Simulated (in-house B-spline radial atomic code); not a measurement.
# Ionising Fe V (Fe4+) with different functionals

Computed with an all-electron radial atomic-structure program (B-spline basis): four-component Dirac-Coulomb Hamiltonian, Fermi nucleus of rms radius 3.7377 fm, spin-restricted, spherical fractional occupations for the functionals. The ionisation energy is the difference of two self-consistent energies, [Ar] 3d4 → [Ar] 3d3, without Breit or QED terms; ε is the level of the shell that loses the electron (mean over j). The electron is taken from both j subshells in proportion to 2j + 1, so the result is a j average, not the step between ground levels.

Hybrids are left out here: with spherical fractional occupations of an open shell their exact exchange keeps a self-interaction that integer-occupation calculations don't have.

```json
{"method": "LDA VWN5", "rung": "LDA", "ΔSCF (eV)": "74.72", "-ε(3d) (eV)": "63.67"}
{"method": "relativistic LDA", "rung": "LDA", "ΔSCF (eV)": "74.74", "-ε(3d) (eV)": "63.69"}
{"method": "LDA PW92", "rung": "LDA", "ΔSCF (eV)": "74.71", "-ε(3d) (eV)": "63.66"}
{"method": "LDA exchange-only", "rung": "LDA", "ΔSCF (eV)": "72.83", "-ε(3d) (eV)": "61.83"}
{"method": "PBE", "rung": "GGA", "ΔSCF (eV)": "74.42", "-ε(3d) (eV)": "63.37"}
{"method": "PBEsol", "rung": "GGA", "ΔSCF (eV)": "74.38", "-ε(3d) (eV)": "63.33"}
{"method": "BLYP", "rung": "GGA", "ΔSCF (eV)": "74.37", "-ε(3d) (eV)": "63.33"}
{"method": "RPBE", "rung": "GGA", "ΔSCF (eV)": "74.34", "-ε(3d) (eV)": "63.29"}
{"method": "PW91", "rung": "GGA", "ΔSCF (eV)": "74.56", "-ε(3d) (eV)": "63.50"}
{"method": "BP86", "rung": "GGA", "ΔSCF (eV)": "74.47", "-ε(3d) (eV)": "63.42"}
{"method": "AM05", "rung": "GGA", "ΔSCF (eV)": "74.40", "-ε(3d) (eV)": "63.35"}
{"method": "OLYP", "rung": "GGA", "ΔSCF (eV)": "74.73", "-ε(3d) (eV)": "63.64"}
```

Question: How do they compare with the NIST value?

Answer: NIST lists 75.0 eV ± 0.15 (semi-empirical, ground level to ground level). Errors run from -2.17 to -0.26 eV; relativistic LDA is closest (-0.26 eV), though others lie within the uncertainty of it, and part of that can be cancellation, since the calculations leave out Breit-QED terms, spin polarisation, the choice among j levels, multiplet and fine-structure energies.
